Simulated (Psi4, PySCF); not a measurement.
H₂BiCl (SMILES [Cl][BiH2]), singlet, at a GFN2-xTB geometry (such geometries of metal compounds can be far from the true shape) (core potentials on Bi). Base run: BHANDHLYP/def2-SVP, TDDFT run with PySCF.

Here is a job for PySCF.
```python
from pyscf import gto, scf, dft, tdscf

mol = gto.Mole()
mol.atom = '''
    Bi   -0.264267   -0.209832    0.244460
    H    -1.609913    0.332486   -0.771949
    H    -0.112007   -1.614576   -0.823935
    Cl    1.391533    1.099890   -1.099665
'''
mol.basis = 'def2-svp'
mol.ecp = {'Bi': 'def2-svp'}
mol.charge = 0
mol.spin = 0
mol.verbose = 4
mol.build()

mf = dft.RKS(mol)
mf.xc = 'bhandhlyp'
mf.kernel()
td = mf.TDDFT()
td.nstates = 5
td.kernel()
td.analyze(verbose=3)
```

Programs used: Psi4, PySCF; a row that names a program was run with it.

Each row names what was changed in the base input (with any setting that the change needs).

```json
[
 {"change": "base", "first excitation (eV)": "4.67", "oscillator strength of the first": "0.016", "second (eV)": "5.00"},
 {"change": "functional = m062x", "first excitation (eV)": "4.67", "oscillator strength of the first": "0.017", "second (eV)": "4.99"},
 {"change": "functional = lc_wpbe", "first excitation (eV)": "…", "oscillator strength of the first": "…", "second (eV)": "…"},
 {"change": "code = psi4", "first excitation (eV)": "4.67", "oscillator strength of the first": "0.016", "second (eV)": "5.00"},
 {"change": "basis = def2-SVPD", "first excitation (eV)": "4.64", "oscillator strength of the first": "0.024", "second (eV)": "5.09"},
 {"change": "nstates = 10", "first excitation (eV)": "4.67", "oscillator strength of the first": "0.016", "second (eV)": "5.00"},
 {"change": "nstates = 2", "first excitation (eV)": "4.67", "oscillator strength of the first": "0.016", "second (eV)": "5.00"},
 {"change": "nstates = 15", "first excitation (eV)": "4.67", "oscillator strength of the first": "0.016", "second (eV)": "5.00"},
 {"change": "states = triplets; response = Tamm-Dancoff", "first excitation (eV)": "…", "oscillator strength of the first": "-", "second (eV)": "…"},
 {"change": "functional = pbe", "first excitation (eV)": "…", "oscillator strength of the first": "…", "second (eV)": "…"},
 {"change": "functional = camb3lyp", "first excitation (eV)": "4.51", "oscillator strength of the first": "0.013", "second (eV)": "4.82"}
]
```

Task: Complete the blanks.

Result: 
- functional = lc_wpbe, first excitation (eV): 4.81
- functional = lc_wpbe, oscillator strength of the first: 0.023
- functional = lc_wpbe, second (eV): 5.29
- states = triplets; response = Tamm-Dancoff, first excitation (eV): 3.99
- states = triplets; response = Tamm-Dancoff, second (eV): 4.56
- functional = pbe, first excitation (eV): 4.05
- functional = pbe, oscillator strength of the first: 0.006
- functional = pbe, second (eV): 4.23

An iterative solver can miss low states, so a row lists the states that it found.
